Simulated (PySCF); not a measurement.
I2, charge -1, doublet, geometry from GFN2-xTB (a state made from the parent by changing its charge; the spin is typed, not shown lowest) (core potentials on I); HF/def2-SVP run with PySCF.

PySCF was given this input:
```python
from pyscf import gto, scf

mol = gto.Mole()
mol.atom = '''
    I    -0.000000   -0.000000   -1.707770
    I     0.000000    0.000000    1.707770
'''
mol.basis = 'def2-svp'
mol.ecp = {'I': 'def2-svp'}
mol.charge = -1
mol.spin = 1
mol.verbose = 4
mol.build()

mf = scf.UHF(mol)
mf.kernel()
```

Output, abridged:

```
PySCF version 2.14.0

[INPUT] verbose = 4
[INPUT] num. atoms = 2
[INPUT] num. electrons = 51
[INPUT] charge = -1
[INPUT] spin (= nelec alpha-beta = 2S) = 1
[INPUT] symmetry False subgroup None
[INPUT] Mole.unit = angstrom
[INPUT] Symbol           X                Y                Z      unit          X                Y                Z       unit  Magmom
[INPUT]  1 I      0.000000000000   0.000000000000  -1.707770000000 AA    0.000000000000   0.000000000000  -3.227217583748 Bohr   0.0
[INPUT]  2 I      0.000000000000   0.000000000000   1.707770000000 AA    0.000000000000   0.000000000000   3.227217583748 Bohr   0.0

nuclear repulsion = 96.8326404682715
number of shells = 20
number of NR pGTOs = 122
number of NR cGTOs = 52
basis = def2-svp
ecp = {'I': 'def2-svp'}

******** <class 'pyscf.scf.uhf.UHF'> ********
method = UHF
initial guess = minao
damping factor = 0
level_shift factor = 0
DIIS = <class 'pyscf.scf.diis.CDIIS'>
diis_start_cycle = 1
diis_space = 8
diis_damp = 0
SCF conv_tol = 1e-09
SCF conv_tol_grad = None
SCF max_cycles = 50
direct_scf = True
direct_scf_tol = 1e-13
number electrons alpha = 26  beta = 25
Set gradient conv threshold to 3.16228e-05
init E= -528.810890394003

cycle= 1 E= -591.796499136277  delta_E=  -63  |g|= 2.02  |ddm|= 7.31
cycle= 2 E= -593.274483574904  delta_E= -1.48  |g|= 0.695  |ddm|= 4.32
cycle= 3 E= -593.401790845453  delta_E= -0.127  |g|= 0.0274  |ddm|= 0.73
cycle= 4 E= -593.402449583356  delta_E= -0.000659  |g|= 0.00846  |ddm|= 0.0667
cycle= 5 E= -593.402525433451  delta_E= -7.59e-05  |g|= 0.00311  |ddm|= 0.0223
cycle= 6 E= -593.402538681345  delta_E= -1.32e-05  |g|= 0.00077  |ddm|= 0.0103
cycle= 7 E= -593.402539732  delta_E= -1.05e-06  |g|= 0.000147  |ddm|= 0.00345
cycle= 8 E= -593.402539768692  delta_E= -3.67e-08  |g|= 4.91e-05  |ddm|= 0.000387
cycle= 9 E= -593.402539773589  delta_E= -4.9e-09  |g|= 7.1e-06  |ddm|= 0.000148
cycle= 10 E= -593.402539773683  delta_E= -9.42e-11  |g|= 1.04e-06  |ddm|= 3.02e-05
Extra cycle  E= -593.402539773685  delta_E= -1.25e-12  |g|= 4.54e-07  |ddm|= 2.77e-06
converged SCF energy = -593.402539773685  <S^2> = 0.76455797  2S+1 = 2.0145054
```
